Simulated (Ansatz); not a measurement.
Gas-phase reaction R1 + R2 → P1 + P2, each structure at its B3LYP-D3(BJ)/def2-SVP stationary point, reached from a drawn start (curvature not checked).
R1: SiCl4 (SMILES Cl[Si](Cl)(Cl)Cl), charge 0, multiplicity 1.
R2, H4O4Si (SMILES O[Si](O)(O)O) (charge 0, multiplicity 1):
```xyz
9

O     -0.638    -1.214     0.921
Si     0.000     0.000     0.000
O      0.501    -0.702    -1.409
O      1.178     0.707     0.918
O     -1.041     1.209    -0.429
H     -1.085    -1.914     0.431
H      0.584    -0.105    -2.162
H      1.657     0.112     1.506
H     -1.156     1.908     0.225
```
P1: Cl3H3O4Si2 (SMILES O[Si](O)(O)O[Si](Cl)(Cl)Cl), charge 0, multiplicity 1.
P2: HCl (SMILES Cl), charge 0, multiplicity 1.

P less R. No zero-point or thermal terms. One arrangement of each flexible species, with no search for the lowest.

Frozen-core correlation throughout.

The values were computed with Ansatz (Gaussian basis) for Hartree–Fock, density functionals and correlated methods. No computed number here is a measurement.

Total energies in hartree:

```csv
structure,PBE/def2-TZVPP,B3LYP/def2-TZVPP,CCSD(T)/cc-pV(T+d)Z
R1,-2129.674115,-2130.641224,-2128.213355
R2,-592.700925,-593.192655,-592.219286
P1,-2261.753172,-2263.006790,-2260.107968
P2,-460.627433,-460.836228,-460.339697
```

Work out the reaction energy at each level in meV (1 hartree = 27211.38625 meV), and say how far PBE/def2-TZVPP lies from CCSD(T)/cc-pV(T+d)Z.


- PBE/def2-TZVPP: (-2261.753172) + (-460.627433) − (-2129.674115) − (-592.700925) = -0.005565 hartree = -151.4 meV
- B3LYP/def2-TZVPP: (-2263.006790) + (-460.836228) − (-2130.641224) − (-593.192655) = -0.009139 hartree = -248.7 meV
- CCSD(T)/cc-pV(T+d)Z: (-2260.107968) + (-460.339697) − (-2128.213355) − (-592.219286) = -0.015024 hartree = -408.8 meV
PBE/def2-TZVPP less CCSD(T)/cc-pV(T+d)Z: 257.4 meV. CCSD(T)/cc-pV(T+d)Z is the level counted from, the highest shown, and no exact or measured value.

Ansatz is a quantum-chemistry and plane-wave program.
